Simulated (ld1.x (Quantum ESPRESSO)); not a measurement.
# H (Z = 1): one change to a TM potential, before and after

```json
{
  "Element": "hydrogen",
  "Generator": "ld1.x (Quantum ESPRESSO) 7.5",
  "Type": "norm-conserving Troullier–Martins (Kleinman–Bylander form)",
  "Functional": "LDA (PZ)",
  "Relativity": "scalar-relativistic",
  "Frozen core": "none",
  "Valence charge": "1",
  "Reference configuration": "1s1",
  "Partial waves": "1s (bound): rc 1.25 bohr; 2p channel at 0.45 Ry: rc 1.20 bohr",
  "Local potential": "the p channel",
  "Core correction": "none"
}
```

Change: wave 1s (bound): rc 1.25 bohr becomes 1s (bound): rc 1.02 bohr.

Cutoffs: the cutoffs (Ry, on a coarse ladder) from which the occupation-weighted sum of valence levels, in a spherical-Bessel basis at the reference potential, stays within 10 and 1 mRy of its value at 400 Ry; they do not see the model core or the augmentation charge, which bear on the density cutoff. Errors are all-electron minus pseudo energies relative to the spin-unpolarised reference configuration.

Task: What does the change do?

Result: The potential gets harder (18 Ry and 35 Ry → 25 Ry and 45 Ry); of the 3 tests that both files solve, the error grows in 0 and shrinks in 3 by more than 15 % and 0.3 meV (median size 1.6 → 0.7 meV); neither file shows a bound ghost. A smaller radius makes the pseudo-wave follow the all-electron one further in, where it bends more sharply, so more plane waves are needed. Less of the atom is replaced, so other configurations are described better.

```csv
quantity,base,changed
"cutoff, loose",18 Ry,25 Ry
"cutoff, tight",35 Ry,45 Ry
bound ghosts,none,none
"error for 1s0.5, meV [ΔE 4.64 eV]",+1.6,+0.6
"error for 1s1 (spin-polarised), meV [ΔE -0.90 eV]",-4.6,-2.1
"error for 1s0.5 (spin-polarised), meV [ΔE 4.26 eV]",-1.3,-0.7
```
